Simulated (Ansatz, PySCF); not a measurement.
Cu (SMILES [Cu+]), charge +1, singlet. Base run: PySCF with HF/def2-SVPD.

The PySCF input:
```python
from pyscf import gto, scf

mol = gto.Mole()
mol.atom = '''
    Cu    0.00000000    0.00000000    0.00000000
'''
mol.basis = 'def2-svpd'
mol.charge = 1
mol.verbose = 4
mol.build()

mf = scf.RHF(mol)
mf.kernel()
```

The same geometry, method and basis name were run in Ansatz (an electronic-structure program) and PySCF, at each program's defaults and at the settings that a row names. The base is PySCF at its defaults. Differences at the defaults can come from grids, fitting, cores and function types together.

```csv
code and settings,ΔE vs base (µEh),basis functions,E (Eh),SCF cycles
"PySCF, defaults (exact integrals, spherical functions)",0.0,34,-1638.45930,6
"Ansatz, defaults (factorised integrals, spherical functions)",0.1,34,-1638.45930,-
"PySCF, density fitting with def2-universal-jkfit",(withheld),34,(withheld),6
"Ansatz, high accuracy",0.0,34,-1638.45930,-
```

Q: Fill in the missing entries.

A: 
- PySCF, density fitting with def2-universal-jkfit, ΔE vs base (µEh): 79.8
- PySCF, density fitting with def2-universal-jkfit, E (Eh): -1638.45923
